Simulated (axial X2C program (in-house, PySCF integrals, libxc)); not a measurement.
**Correcting the dissociation energy of TeCl for spin–orbit coupling**

A spin-free PBE0 curve (one-electron X2C) was computed with an in-house all-electron X2C program for linear molecules (integrals from PySCF), basis Te dyall-cv3z [11s12p8d4f1g], Cl dyall-av3z [9s8p3d2f] (cores contracted in-house), for the state M_S = 1/2, Λ = 1 (beyond evenly filled blocks: π+α, π+β, π-α). It gives D0 = 2.733 eV to Te + Cl, which in a spin-free picture are the weighted means of the ground terms.

Measured levels of the ground terms (NIST Handbook of Basic Atomic Spectroscopic Data), in cm⁻¹: Te 3P: J = 2 at 0, J = 0 at 4706.5, J = 1 at 4750.7; Cl 2P: J = 3/2 at 0, J = 1/2 at 882.4.

The two components of the molecular doublet are 4170 cm⁻¹ apart in the PBE0 2c search (Ω = 3/2 lower), so the lower one lies 2085 cm⁻¹ under their mean.

(1) How far does each ground level lie under the (2J+1)-weighted mean of its term?

(2) Correct D0.

Second-order spin–orbit effects in the molecule, which grow quickly with Z, are left out. The state is one determinant whose occupation by symmetry is held fixed; it was picked as the lowest of a PBE0 search that is not exhaustive. Dissociation energies refer to the lowest single-determinant-based atoms at the same level and basis. Without a current term, density functionals place determinants with orbital angular momentum somewhat too high.

Answers

(1) Te: (5 × 0 + 1 × 4706.5 + 3 × 4750.7)/9 = 2107 cm⁻¹; Cl: (4 × 0 + 2 × 882.4)/6 = 294 cm⁻¹.

(2) D0 = 2.733 + (2085 − 2401)/8065.5 = 2.694 eV at PBE0 with these spin–orbit terms.
